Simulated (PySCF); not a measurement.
SiF2ClBr, SMILES F[Si](F)(Cl)Br.

Geometry optimised at PBE0-D3(BJ)/def2-SVP. This is a generated structure with no PubChem entry under its InChIKey; it may be hypothetical.

Two levels are set side by side: TDA-PBE/def2-SVPD (PySCF) and TDA-B3LYP/def2-SVPD (PySCF). Vertical, same geometry. The lowest singlet is HOMO→LUMO 98 % with PBE and HOMO→LUMO 98 % with the other functional; states are paired by order. Differences are taken from unrounded values.

```csv
quantity,TDA-B3LYP,TDA-PBE,TDA-PBE minus TDA-B3LYP
lowest singlet excitation (eV),6.91,6.50,-0.41
lowest triplet excitation (TDA) (eV),6.40,6.06,-0.35
```

A lower first singlet is the usual sign of a functional without exact exchange. Differences between two approximate levels are no errors against the true value.

Rough cost on one machine, each run with all the roots and properties that it gave: TDA-B3LYP against TDA-PBE about 2 times.
